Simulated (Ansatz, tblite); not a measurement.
Forces on NiI2(H2O)2 (NiI2O2H4) at its PBE-D4/def2-SVP geometry. Charge 0, multiplicity 3.

In the def2 sets I takes a core potential; there is no spin–orbit coupling. The xTB rows come from tblite.

GFN2-xTB (tblite), largest force 1.19 eV/Å:

```xyz
9
positions Å, forces eV/Å
Ni   -0.100   -0.006    0.140    0.218    0.015   -0.308
I    -0.385    2.169   -1.148    0.085   -0.211    0.049
I     1.309   -2.103   -0.161   -0.082    0.212   -0.049
O    -1.790   -0.855   -0.628   -0.441   -0.413   -1.027
H    -1.485   -1.695   -1.040   -0.311    0.312    0.259
H    -2.054   -0.268   -1.371   -0.063   -0.306    0.403
O     1.147    0.810    1.536    1.095    0.459    0.107
H     1.396    1.688    1.172   -0.129   -0.342    0.353
H     1.961    0.259    1.500   -0.372    0.275    0.212
```

PBE-D4/def2-TZVP (Ansatz), largest force 0.36 eV/Å:

```
Ni 0.007 0.000 -0.009
I 0.026 -0.050 0.005
I -0.014 0.051 -0.019
O -0.139 -0.126 -0.304
H -0.011 0.091 0.106
H 0.037 -0.025 0.133
O 0.326 0.138 0.042
H -0.093 -0.098 0.036
H -0.138 0.018 0.011
```

PBE0-D4/def2-TZVP (Ansatz), largest force 1.01 eV/Å:

```
Ni -0.030 -0.003 0.043
I 0.016 0.007 -0.027
I 0.021 -0.004 -0.024
O -0.004 -0.229 -0.980
H -0.209 0.551 0.366
H 0.153 -0.354 0.577
O 0.914 0.292 -0.299
H -0.252 -0.583 0.276
H -0.609 0.322 0.069
```
